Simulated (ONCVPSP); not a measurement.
# Configuration tests for La (Z = 57) (ONCV)

| Item | Value |
| --- | --- |
| Element | La (Z = 57) |
| Generator | ONCVPSP 4.0.1 |
| Type | optimised norm-conserving Vanderbilt (ONCV) |
| Functional | PBE |
| Relativity | scalar-relativistic |
| Frozen core | [Kr] 4d10 |
| Valence charge | 11 |
| Reference configuration | 5s2 5p6 5d1 6s1.5 6p0.5 |
| Partial waves | 5s+6s: rc 2.90 bohr, ncon 4, nbas 7, qcut 3.4 1/bohr, 2 projectors; 5p+6p: rc 3.45 bohr, ncon 3, nbas 6, qcut 3.7 1/bohr, 2 projectors; 5d: rc 3.00 bohr, ncon 4, nbas 9, qcut 4.7 1/bohr, 2 projectors, debl 2.5 Ha; f scattering state at 0.05 Ha: rc 3.70 bohr, ncon 4, nbas 9, qcut 2.9 1/bohr, 1 projector |
| Local potential | polynomial inside 2.30 bohr (lpopt 3, dvloc0 0 Ha) |
| Core correction | Teter function, fcfact 2.5, rcfact 1.75 |

In the f channel the program set the typed energies aside and used -0.180 Ha.

Energies are relative to the spin-unpolarised reference configuration 5s2 5p6 5d1 6s1.5 6p0.5; without spin polarisation the order of configurations can differ from experiment.

(1) Give the all-electron excitation energy and the error of the potential for: 5s2 5p6 5d1 6s2 6p0; 5s2 5p6 5d1 6s1 6p0; 5s2 5p6 5d1 6s0 6p0; 5s2 5p6 5d0 6s2 6p1.

Results:

(1)

```tsv
valence configuration	charge	ΔE all-electron (eV)	error AE − PS (meV)
5s2 5p6 5d1 6s2 6p0	0	-1.176	-0.6
5s2 5p6 5d1 6s1 6p0	+1	4.790	-2.3
5s2 5p6 5d1 6s0 6p0	+2	15.678	-25
5s2 5p6 5d0 6s2 6p1	0	1.131	-18
```
